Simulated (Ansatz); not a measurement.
A search over several starts for the lowest SCF solution of the cluster Ru3H4⁺ at the given spin, in a small basis.

```yaml
crystal:
  periodic: [false, false, false]
  atoms:
    - {symbol: Ru, position_ang: [1.435673, -0.056183, -0.422967]}
    - {symbol: Ru, position_ang: [-0.911484, -0.662891, -0.986515]}
    - {symbol: Ru, position_ang: [-0.267133, 1.443293, -0.441256]}
    - {symbol: H, position_ang: [-0.710958, 1.764074, 1.062432]}
    - {symbol: H, position_ang: [0.611327, -1.586010, -0.839068]}
    - {symbol: H, position_ang: [1.213994, -0.116978, 1.124058]}
    - {symbol: H, position_ang: [-1.371419, -0.785295, 0.503317]}
basis:
  gaussian: {orbitals: def2-SVP}
total_charge: 1
magnetization: {spin_polarized: true, initial_magnetization: 1}
hamiltonian: {xc: pbe0, dispersion: d4}
output: {orbitals: {seedname: orbitals}}
```

```sh
$ ansatz run in.yaml --threads 4 --pin off --events-out ev --progress --plain --max-ram 3916MiB
```

Shortened log:

```
Functional definition: PBE0
1200 factors; integrals over basis functions are off by at most 1.2e-3 eV
mean field evaluation 1: about -7779.9673 eV, gradient 6.4e1 eV
mean field evaluation 2: about -7573.5862 eV, gradient 2.1e2 eV
mean field evaluation 4: about -7796.9974 eV, gradient 1.7e1 eV
mean field evaluation 8: about -7798.2669 eV, gradient 9.4e-1 eV
mean field evaluation 16: about -7798.6843 eV, gradient 1.0e0 eV
mean field evaluation 32: about -7798.8315 eV, gradient 1.6e0 eV
mean field evaluation 64: about -7738.2434 eV, gradient 5.5e1 eV
mean field evaluation 96: about -7767.7416 eV, gradient 8.5e1 eV
mean field evaluation 128: about -7768.2255 eV, gradient 8.3e1 eV
mean field evaluation 160: about -7753.2521 eV, gradient 6.7e1 eV
mean field evaluation 192: about -7744.6808 eV, gradient 7.2e1 eV
mean field evaluation 224: about -7760.9254 eV, gradient 7.2e1 eV
mean field evaluation 256: about -7752.9859 eV, gradient 7.7e1 eV
mean field evaluation 288: about -7764.8404 eV, gradient 8.0e1 eV
mean field evaluation 320: about -7798.1702 eV, gradient 1.3e0 eV
mean field evaluation 352: about -7798.8838 eV, gradient 5.1e-1 eV
mean field evaluation 384: about -7798.9189 eV, gradient 1.0e-2 eV
mean field evaluation 416: about -7798.8929 eV, gradient 5.2e-1 eV
mean field evaluation 448: about -7798.9189 eV, gradient 8.4e-3 eV
mean field evaluation 480: about -7624.4322 eV, gradient 1.8e2 eV
mean field evaluation 512: about -7798.9179 eV, gradient 3.5e-2 eV
mean field evaluation 544: about -7798.8989 eV, gradient 2.1e-1 eV
mean field evaluation 576: about -7630.4528 eV, gradient 1.7e2 eV
mean field evaluation 608: about -7798.8867 eV, gradient 7.2e-2 eV
mean field evaluation 640: about -7798.8829 eV, gradient 8.2e-2 eV
mean field evaluation 672: about -7798.6438 eV, gradient 1.8e0 eV
mean field evaluation 704: about -7791.0028 eV, gradient 3.6e1 eV
mean field evaluation 736: about -7798.8370 eV, gradient 6.4e-1 eV
mean field -7798.91896369 eV, -286.6049856183 hartree, gradient 2.6e-6 eV, S^2 2.001457; 20 other end points of the search recorded, 0 dependent functions left out
reference -7798.91901068 eV, -286.6049873451 hartree; 26, 25 occupied and 87, 88 virtual orbitals, 1200 factors
Total energy: -7799.14281979 eV, -286.6132121783 hartree
```

Hardware: 4 threads of Arm Neoverse V1 on a shared host. Wall time 89 s.

Other converged states that the search met: 0.03 eV higher (⟨S²⟩ = 2.09).

In the def2 sets Ru takes a core potential; there is no spin–orbit coupling. The charge 1 doublet is spin-contaminated (final ⟨S²⟩ up to 2.00, 0.75 for a pure state). The structure comes from a short search, and lower isomers may exist.
